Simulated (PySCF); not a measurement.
**Relaxation of singlet SnCl₄**

All numbers come from PBE0/[Sn def2-SVP with ECP28, Cl def2-SVP], scalar-relativistic core potentials, density fitting, no spin–orbit coupling, PySCF. A (50,194) grid was used.

A hand-made tetrahedral start, of Td symmetry, held to at least that symmetry:

Coordinates in bohr (charge 0 multiplicity 1):
```
Sn    0.0000    0.0000    0.0000
Cl    3.6876   -0.0001    2.6075
Cl   -3.6876    0.0000    2.6075
Cl    0.0001    3.6877   -2.6074
Cl   -0.0001   -3.6875   -2.6076
```

Optimiser trace:
```tsv
step	E − E(last) (kJ/mol)	largest gradient (Eh/bohr)
0	15.69	0.01658
1	1.11	0.00480
2	0.04	0.00089
3	0.00	0.00003
```

It ends at Td with Sn–Cl 2.317 Å (×4); Cl–Sn–Cl 109.5° (×6). The frequency run here used a shortcut that can spoil soft modes, so no verdict on minimum or saddle point is given. Other isomers or separated fragments may lie lower.

The relaxation took about 27 core-seconds on a shared host.
